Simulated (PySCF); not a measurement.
## Structure from NMR data

An unknown has the formula C$_{7}$H$_{4}$N$_{4}$. Its calculated NMR data are:

1H NMR (500 MHz, computed): δ 9.05 (d, 1H), 8.35 (d, 1H), 7.76 (m, 1H), 7.40 (m, 1H).

13C{1H} NMR (computed): δ 146.3 (C), 133.4 (CH), 130.9 (CH), 124.7 (CH), 121.4 (CH), 117.6 (C), 116.9 (C).

PySCF 2.14.0 with density-fitted response routines calculation with GFN2-xTB geometry and σ from GIAO-PBE0/pcSseg-1; one computed conformer, gas phase, no relativistic terms.

Referencing at the same level of theory: 1H, 13C vs TMS.

Question: Deduce the structure.

Answer: 
1. Rings plus π bonds: 8 (2 rings in the answer).
2. 7 carbon signals for 7 carbons: no two carbons are equivalent.
3. Carbon types of the structure: 3 × C, 4 × CH, which accounts for all hydrogens.
4. δC 146.3: ring-fusion aromatic carbon.
5. δC 133.4, 124.7, 121.4: aromatic CH.
6. δC 130.9: aromatic CH next to a ring nitrogen.
7. δC 117.6: nitrile carbon; typical of a nitrile.
8. δC 116.9: substituted aromatic carbon next to a ring nitrogen.
9. δH 9.05: hydrogen on an aromatic CH next to a ring nitrogen; ring current plus the neighbouring ring nitrogen.
10. δH 8.35, 7.76, 7.40: hydrogen on an aromatic CH; the ring current deshields protons in the ring plane.

These data were computed for SMILES N#Cc1nnn2ccccc12.

The shifts were computed for this structure.

Shifts are as computed. Against solution values, carbons near 30 ppm lie about +3 ppm off and those near 130 ppm about +5 ppm. Of 1211 compounds with measured shifts, 218 miss one by over three times the rms of a fit or turn the order of signals round; such compounds aren't used in these exercises. Multiplicities follow the n + 1 count of equivalent neighbours, as no J values were calculated; m marks all less simple cases, F and P coupling included.
